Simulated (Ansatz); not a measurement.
Two shapes of singlet CuNH₃(+).

Shape 1:

```xyz
5

N     0.0159    0.0010   -1.3687
H     0.9606    0.0254   -1.7719
H    -0.4543    0.7736   -1.7992
H    -0.4830   -0.7785   -1.7837
Cu    0.0276    0.0350    0.5518
```

Shape 2:

```xyz
5

N     0.0000    0.0000   -1.3028
H     0.8693    0.0000   -1.6671
H    -0.4347    0.7529   -1.6671
H    -0.4347   -0.7529   -1.6671
Cu    0.0000    0.0000    0.4869
```

Basis set: 6-31G* (spherical functions). Left uncorrelated: 6 orbitals. Charge 1, multiplicity 1.

Computed with Ansatz (development build ahead of 0.2.0); each method stands on the lowest determinant of its kind that the runs found.

Q: Which shape is lower in energy, and by how much in each method?

A:

| method | E(2) − E(1) (eV) |
| --- | --- |
| RHF | 0.522 |
| RHF-MP2 | 0.474 |

Shape 1 is lower.
